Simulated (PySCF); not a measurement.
## C$_{3}$H$_{12}$O$_{2}$Si$_{3}$: full NMR table

```yaml
Formula: C3H12O2Si3
SMILES: C=C(C)[SiH2]O[SiH2]O[SiH3]
Point_group_of_the_computed_structure: C1
Degrees_of_unsaturation: 1
Carbon_signals: 3
Proton_signals: 6
```

Numbering as in the mapped SMILES `[CH2:1]=[C:2]([CH3:3])[SiH2:4][O:5][SiH2:6][O:7][SiH3:8]`. Hydrogens are named by the atom that carries them. Ha(C1) is cis to C3; Hb(C1) is trans to C3.

Computed data (PySCF 2.14): structure optimised with PBE0-D3(BJ)/def2-SVP, GIAO HF/pcSseg-1 shieldings. One conformer, rapidly exchanging positions averaged, isolated molecule, relativity neglected.

Referencing at the same level of theory: TMS for $^{1}$H (σref 31.69) and $^{13}$C (σref 190.85) and $^{29}$Si (σref 393.43); $^{17}$O (σref 333.31) against H2O.

| carbon | δC, type | δH (multiplicity) | HMBC from (2–3 bonds) | span of the C tensor (ppm) |
| --- | --- | --- | --- | --- |
| C1 | 139.1, CH2 | Hb(C1) 5.96 (br s); Ha(C1) 6.20 (br s) | H(Si4), H(C3) | 248 |
| C2 | 151.2, C | – | Ha(C1), Hb(C1), H(Si4), H(C3) | 280 |
| C3 | 20.1, CH3 | 1.86 (s) | Ha(C1), Hb(C1), H(Si4) | 31 |

Other nuclei:
```
 atoms    nucleus                           environment  δ (ppm)  σ (ppm)
H(Si4)    $^{1}$H  hydrogen on a silicon bonded to C, O     4.55    27.13
H(Si6)    $^{1}$H   hydrogen on a silicon bonded to 2 O     4.36    27.33
H(Si8)    $^{1}$H     hydrogen on a silicon bonded to O     4.30    27.39
   Si4  $^{29}$Si           silicon bonded to C, O, 2 H    -32.2    425.6
   Si8  $^{29}$Si              silicon bonded to O, 3 H    -44.8    438.2
   Si6  $^{29}$Si            silicon bonded to 2 O, 2 H    -48.5    441.9
    O5   $^{17}$O                 oxygen bonded to 2 Si     33.9    299.4
    O7   $^{17}$O                 oxygen bonded to 2 Si     18.9    314.4
```

Carbon types of the structure: 1 × C, 1 × CH2, 1 × CH3, leaving 7 H on heteroatoms. δC 151.2: fully substituted alkene carbon; as expected for a trigonal carbon in a double bond. δC 139.1: terminal =CH2 carbon; the olefinic region. δC 20.1: allylic methyl carbon; a saturated carbon with 1 carbon neighbour and no heteroatom attached. δH 6.20, 5.96: hydrogen on a terminal =CH2 carbon; olefinic region. δH 1.86: hydrogen on an allylic methyl carbon; allylic position.

Shifts are as computed. Against solution values, carbons near 30 ppm lie about -0 ppm off and those near 130 ppm about +7 ppm. Of 1309 compounds with measured shifts, 239 miss one by over three times the rms of a fit or turn the order of signals round; such compounds aren't used in these exercises. Experimental scales use liquid or dissolved standards, which lie at an offset from isolated H2O (liquid H2O: subtract about 36 ppm). Multiplicities follow the n + 1 count of equivalent neighbours, as no J values were calculated; m marks all less simple cases, F and P coupling included.
